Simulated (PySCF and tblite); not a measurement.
Results of a calculation; reference values are marked as such.
C₅H₄FNS, numbered as in [CH2:1]=[C:2]([F:3])[c:4]1[cH:5][n:6][cH:7][s:8]1.

Conformers came from 60 starts (ETKDG and KDG, MMFF94s, GFN2-xTB); geometries are GFN2-xTB. Energies: PBE0-D3(BJ)/def2-SVP (IEF-PCM, water), with GFN2-xTB thermal terms (modes under about 200 cm⁻¹ blended into free rotors). Symmetry numbers and mirror images are counted. Conformers within 2.5 kcal/mol (GFN2-xTB free energy) were kept, 10 at most. GIAO shieldings: mPW1PW91/pcSseg-1 (IEF-PCM, water). Shifts are against TMS (¹H), TMS (¹³C) at the same level. Run with PySCF (density fitting) and tblite.

Torsions listed: F3–C2–C4–S8.

```csv
conformer,shape,symmetry,E(GFN2) kcal/mol,E(DFT) kcal/mol
1,180°,Cs,0.00,0.00
2,0°,Cs,1.63,0.91
```

How much do the weights at 298.15 K and the averaged shift of H5 depend on how the conformers are weighted?


```tsv
weighting	1 (%)	2 (%)	δ (ppm)	rms dipole (D)
DFT energy with thermal terms, symmetry and mirror images (full scheme)	79	21	8.15	2.47
DFT energy with symmetry and mirror images	82	18	8.14	2.52
bare DFT energy	82	18	8.14	2.52
GFN2-xTB energy with symmetry and mirror images	94	6	8.09	2.69
GFN2-xTB free energy	93	7	8.09	2.67
leading conformer alone	100	0	8.06	2.77
equal weights	50	50	8.27	1.98
full scheme, search stopped after three starts	0	100	8.47	0.40
```

The largest departure from the full scheme, 0.32 ppm, comes with: full scheme, search stopped after three starts.
